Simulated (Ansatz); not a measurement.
## What a proton shuttle does

ZnHCl ([Cl][ZnH]) + HF → ZnClF + H₂ (links in brackets), a four-centre ligand exchange, has a barrier of 0.741 eV above its start structure and a step energy of -0.339 eV. One HF is now added to the ring of the saddle, taking the hydrogen and handing on one of its own. Gas-phase electronic energies, without zero-point energy, by CCSD(T) at an estimated basis limit (MP2 extrapolated from triple and quadruple zeta, plus CCSD(T) − MP2 in triple zeta); Ansatz 0.2.0, def2-TZVPP and QZVPP, frozen cores, on PBE0-D4/def2-TZVP structures. Extrapolation: Hartree–Fock as exp(−7.88 √X), correlation as X^−2.97. Each barrier counts from its own start structure, which holds all the molecules, is reached by relaxing down from the saddle and may not be the deepest complex; no counterpoise correction.

(1) What are the barrier and the step energy with the shuttle? (To be estimated.)

No T1 diagnostic of these runs exceeds 0.016.

For scale, one of the runs: CCSD(T)/def2-TZVPP, 210 basis functions, launched by `ansatz run in.yaml --threads 8 --pin off --events-out ev --progress --plain --max-ram 19148MiB`. Hardware: 8 CPU threads of an Intel Xeon Platinum 8488C, shared host. Wall time 28 s; peak host memory 3 GiB.

Answers

(1) The calculation gives: Barrier 0.471 eV, 0.270 eV lower than without; step energy -0.309 eV, both from the start structure. Counted from all the molecules apart, the saddle lies at -0.101 eV with the shuttle and at 0.600 eV without; the start well goes from -0.142 to -0.572 eV. At the saddle the angle at each passing proton is F–H···H 151° without the shuttle, against F–H···F 160° and F–H···H 173° with it. Bringing in the extra molecule costs entropy, which these electronic energies leave out.
